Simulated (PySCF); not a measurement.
O: excitation energy

O [He] 2s2 2p4 (3P) → O [He] 2s1 2p5 (3P), as a difference of total energies. Calculation: PySCF 2.14, in aug-cc-pwCVTZ; the non-relativistic Hamiltonian (point nucleus). Correlated levels: valence: 1s2 frozen. The calculations carry no spin-orbit coupling.

| method | excitation energy (cm⁻¹) |
| --- | --- |
| UHF | 136080 |
| MP2 (valence) | 129250 |
| SCS-MP2 (valence) | 128740 |
| CCSD (valence) | 126000 |
| CCSD(T) (valence) | 123490 |

The upper state lies above the first ionisation limit, where it may autoionise and the basis confines it.

The coupled-cluster amplitudes are large for the upper state (T1 above 0.03 or a double amplitude above 0.15), so a single reference is strained.
